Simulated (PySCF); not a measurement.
Species: C4H3F3N3 (doublet state).
Cartesian coordinates in Å at the GFN2-xTB level; atoms count from 1:
```
atom  x, y, z in Å
C1     2.426    0.660   -0.107
N2     1.221    0.107   -0.010
C3     0.889   -1.211    0.225
N4    -0.409   -1.347    0.248
C5    -0.866   -0.093    0.026
C6    -2.317    0.242   -0.057
F7    -2.592    1.431    0.496
F8    -3.082   -0.662    0.557
F9    -2.741    0.307   -1.332
N10    0.083    0.807   -0.136
H11    2.489    1.713   -0.295
H12    3.293    0.039    0.002
H13    1.604   -1.992    0.364
```

The hyperfine couplings belong to this conformer and change with its torsions.

Identity: `[CH2]n1cnc(C(F)(F)F)n1` [radical].

Level of theory: UKS B3LYP, pcH-1 on C F H N, non-relativistic, mean-field spin-orbit, GIAO in PySCF 2.14.0. Geometry: GFN2-xTB, one conformer, isolated molecule. The geometry wasn't refined by DFT: couplings that depend on bond lengths, twists or pyramidal angles can differ widely from those at the functional's own minimum. No stability test was run, so a lower SCF solution isn't excluded.

Principal values of hyperfine tensors in MHz (contact and dipolar terms together), for some of the nuclei:

```csv
atom,isotope,A1,A2,A3
C1,13C,2.40,4.45,213.56
H11,1H,-91.06,-58.55,-24.53
H12,1H,-89.23,-57.20,-23.23
F9,19F,10.82,11.36,40.73
C3,13C,-0.41,1.11,42.74
H13,1H,-18.08,-15.39,-4.72
N2,14N,-11.05,-9.82,-8.31
C5,13C,-2.05,-1.17,27.20
```

**Question.** Give the isotropic coupling of each nucleus in MHz and in mT (g = 2.0025), and the anisotropic part.

**Answer.** a_iso is a third of the trace, T = A − a_iso, and a(mT) = a(MHz)/(g × 13.996).

```json
{"atom": "C1", "a_iso (MHz)": "73.47", "a_iso (mT)": "2.621", "T1": "-71.07", "T2": "-69.01", "T3": "140.09"}
{"atom": "H11", "a_iso (MHz)": "-58.05", "a_iso (mT)": "-2.071", "T1": "-33.01", "T2": "-0.50", "T3": "33.52"}
{"atom": "H12", "a_iso (MHz)": "-56.55", "a_iso (mT)": "-2.018", "T1": "-32.67", "T2": "-0.65", "T3": "33.32"}
{"atom": "F9", "a_iso (MHz)": "20.97", "a_iso (mT)": "0.748", "T1": "-10.15", "T2": "-9.61", "T3": "19.76"}
{"atom": "C3", "a_iso (MHz)": "14.48", "a_iso (mT)": "0.517", "T1": "-14.89", "T2": "-13.37", "T3": "28.26"}
{"atom": "H13", "a_iso (MHz)": "-12.73", "a_iso (mT)": "-0.454", "T1": "-5.35", "T2": "-2.66", "T3": "8.01"}
{"atom": "N2", "a_iso (MHz)": "-9.73", "a_iso (mT)": "-0.347", "T1": "-1.32", "T2": "-0.09", "T3": "1.41"}
{"atom": "C5", "a_iso (MHz)": "7.99", "a_iso (mT)": "0.285", "T1": "-10.04", "T2": "-9.16", "T3": "19.20"}
```

**Question.** What spin density at the nucleus of H12 lies behind its contact coupling (g_N = 5.58569)?

**Answer.** a_FC = (2μ0/3) gₑ μB g_N μN ρ(0)/(2S·h) = 800.24 MHz × g_N × ρ(0)/(2S), with ρ in bohr⁻³. With a_FC = -56.55 MHz and 2S = 1, ρ(0) = -0.01265 bohr⁻³. In magnitude that is 4.0 % of the 1/π = 0.318 of a free hydrogen atom.

**Question.** C6 (13C, g_N = 1.40482) isn't in the table. Its spin density at the nucleus is -0.005202 bohr⁻³. What is its contact coupling?

**Answer.** By the same relation, a_FC = -5.85 MHz. Its full tensor has the principal values -6.32, -5.72, -5.50 MHz.

**Question.** Which nucleus of the table has the largest anisotropic coupling, and what is its form?

**Answer.** C1: -71.1, -69.0, 140.1 MHz, axial, in the ratio −1:−1:+2, the form that spin in one p orbital centred on that nucleus gives.

**Question.** In a single crystal, with the field along each principal axis of the tensor of H11 in turn, what first-order splitting does this nucleus give (isotropic g, quadrupole terms neglected)?

**Answer.** 2 lines (I = 1/2), spaced by |A_i|/(g × 13.996): 3.25, 2.09, 0.88 mT along the axes of A1, A2 and A3.

On Intel Xeon at 2.50 GHz, one thread, no GPU, on a shared host, this took 2.7 min of wall time (with the writing of density and orbital grids) and 0.96 GiB of memory at its peak.
